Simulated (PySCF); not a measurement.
# Molecular orbitals of SbCl

HSE06 at R = 2.379 Å; PySCF, spin-free X2C with a Gaussian nucleus, basis sets Sb x2c-SVPall, Cl x2c-SVPall. State: ³Σ⁻ (triplet), unpaired electrons π ↑↑. Only the outer orbitals are listed, counted within each symmetry.

```tsv
spin	orbital	occ.	ε (eV)	on Sb (%)	main shells (%)
α	13σ	1	-22.16	8	91 Cl s
α	14σ	1	-15.04	84	84 Sb s, 10 Cl p
α	15σ	1	-9.50	37	62 Cl p, 26 Sb p, 9 Sb s
α	7π	1	-8.92	16	84 Cl p, 15 Sb p
α	7π	1	-8.92	16	84 Cl p, 15 Sb p
α	8π	1	-5.90	85	85 Sb p, 15 Cl p
α	8π	1	-5.90	85	85 Sb p, 15 Cl p
α	16σ	0	-2.01	78	72 Sb p, 22 Cl p
α	17σ	0	3.40	102	98 Sb s
α	3δ	0	7.06	100	100 Sb d
β	13σ	1	-21.96	7	92 Cl s
β	14σ	1	-13.63	78	77 Sb s, 17 Cl p
β	15σ	1	-9.09	41	58 Cl p, 23 Sb p, 17 Sb s
β	7π	1	-8.50	8	92 Cl p
β	7π	1	-8.50	8	92 Cl p
β	8π	0	-3.35	93	93 Sb p
β	8π	0	-3.35	93	93 Sb p
β	16σ	0	-1.42	80	74 Sb p, 20 Cl p
```

Q: Which are the highest filled and the lowest empty level, where do they sit, and how wide is the gap?

A: Highest filled α 8π at -5.90 eV (in %: 85 Sb p, 15 Cl p); lowest empty β 8π at -3.35 eV (in %: 93 Sb p); the gap at HSE06 is 2.55 eV. Both belong to one degenerate shell, split only by its one-sided filling, so this is no excitation gap.

```
bond order (Mayer)                               : 1.11
⟨S²⟩                                             : 2.004
charge on Sb (Mulliken, basis-dependent)         : 0.28
charge on Sb (Löwdin, basis-dependent)           : 0.14
dipole moment (positive dipole means Sb(−)Cl(+)) : -2.29 D
```

Shares are Mulliken populations and can fall outside 0 to 100 %.

Spin–orbit coupling is left out. The state was picked by a PBE0 search and need not be the measured ground state.
